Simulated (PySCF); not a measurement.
Simulated absorption spectrum

Compound: BH2(tBu), C4H11B.
SMILES: `[H]B([H])C(C)(C)C`

Level of theory: TDDFT CAM-B3LYP/def2-SVPD, vertical, gas phase, core orbitals frozen in the response in PySCF 2.14.0, density-fitted response routines. Geometry: PBE0-D3(BJ)/def2-SVP; no solvent, vibrations or thermal averaging.

Broadening: Gaussians 0.3 eV wide at half height, area fixed by f = 4.319×10⁻⁹ ∫ε dν̃. The cross-section is σ = 3.8235×10⁻²¹ ε cm², given in Mb (10⁻¹⁸ cm²). The width is an assumption, not a result. The curve ends short of the highest state used, and states not computed would add to its high-energy end.

(E (eV), σ (Mb)): (4.97, 0.00), (5.04, 0.03), (5.10, 0.10), (5.17, 0.33), (5.24, 0.84), (5.30, 1.47), (5.37, 2.14), (5.44, 2.31), (5.50, 1.93), (5.57, 1.19), (5.64, 0.55), (5.70, 0.24), (5.77, 0.14), (5.83, 0.19), (5.90, 0.32), (5.97, 0.41), (6.03, 0.41), (6.10, 0.30), (6.17, 0.17), (6.23, 0.08), (6.30, 0.02), (6.36, 0.01), (6.43, 0.00), (6.50, 0.00), (6.56, 0.00), (6.63, 0.00), (6.70, 0.00), (6.76, 0.00), (6.83, 0.00), (6.89, 0.00), (6.96, 0.01), (7.03, 0.07), (7.09, 0.21), (7.16, 0.64), (7.23, 1.40), (7.29, 2.16), (7.36, 2.72), (7.43, 2.54), (7.49, 1.89), (7.56, 1.09), (7.62, 0.86), (7.69, 1.79), (7.76, 5.03), (7.82, 10.14), (7.89, 17.49), (7.96, 22.30), (8.02, 21.60), (8.09, 15.73), (8.15, 9.44), (8.22, 3.98), (8.29, 1.38), (8.35, 0.68), (8.42, 0.82), (8.49, 2.10), (8.55, 5.24), (8.62, 13.26)

(1) Where are the band maxima, and which computed states make them?

(2) On this curve, what absorbance would a 10⁻⁵ mol/L sample give at 222 nm over a 1 cm path?

(3) Does any computed singlet lie in the visible range?

(4) Coming from long wavelengths, where does ε first pass 100 L mol⁻¹ cm⁻¹?

Results:

(1) 229 nm (5.42 eV), ε about 610, made up of S1 (100%); 207 nm (6.00 eV), ε about 110, made up of S2 (100%); 168 nm (7.38 eV), ε about 720, made up of S3 (88%) and S4 (12%); 155 nm (7.98 eV), ε about 5900, made up of S5 (100%) (ε in L mol⁻¹ cm⁻¹; maxima over ε = 5, shares over 10%). At its high-energy end, 8.62 eV, the curve is still rising (ε about 3500, from S7). The states used: S1 5.42 eV (f 0.0068); S2 6.00 eV (f 0.0012); S3 7.38 eV (f 0.0070); S4 7.39 eV (f 0.0010); S5 7.98 eV (f 0.066); S6 8.47 eV (f 0.0013); S7 8.81 eV (f 0.119); S8 9.05 eV (f 0.0028); S9 9.15 eV (f 0.0043); S10 9.22 eV (f 0.0009).

(2) 222 nm is 5.585 eV, where ε is about 270 L mol⁻¹ cm⁻¹, so A = ε c l ≈ 0.0027 (Beer–Lambert, with the gas-phase spectrum and the assumed width).

(3) No computed singlet lies in the visible range (380 to 750 nm); the lowest, at 229 nm, stands 2.16 eV above its violet end (3.26 eV).

(4) At about 239 nm (5.18 eV), 0.24 eV below S1.
